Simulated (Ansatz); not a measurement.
Reaction (substitution at a C–Si bond): `C=C[Si](O)(O)F` + `[SiH3][TeH]` → `C=C[Te][SiH3]` + `O[SiH](O)F`

Calculated with Ansatz (gas phase, PBE0-D4/def2-TZVP geometries, no zero-point term in ΔE). CCSD(T)/CBS is the MP2 limit (def2-TZVPP, def2-QZVPP) plus CCSD(T) − MP2 in def2-TZVPP, frozen cores. This one scheme is used for every species. DFT in def2-TZVPP. Elements past krypton have def2 core potentials. For Te outer-core shells are correlated without core-valence functions, which leaves a few kJ/mol of doubt a bond. One conformer a species, not always the lowest.

Question: Is it downhill or uphill in electronic energy at CCSD(T)/CBS, and by how much? (Best estimate.)

Answer: Ansatz gave: Uphill: ΔE = +38.2 kJ/mol.

Question: What do these levels give: r2SCAN-D4, r2SCAN0, HF/def2-SVP, HF/def2-QZVPP, HF/CBS(def2), CCSD/CBS(def2)? (An estimate is asked.)

Answer: Computed: r2SCAN-D4 44.1, r2SCAN0 47.4, HF/def2-SVP 63.1, HF/def2-QZVPP 51.3, HF/CBS(def2) 51.2, CCSD/CBS(def2) 41.4 kJ/mol.

Largest T1 diagnostic among the species: 0.012.

From BLYP to BHLYP (50 % exact exchange), in def2-TZVPP and without D4, ΔE moves by +10.8 kJ/mol. In def2-TZVPP, CCSD(T) changes the Hartree–Fock value by −11.2 kJ/mol (the triples alone add −3.2 kJ/mol) and MP2 by −19.3 kJ/mol.
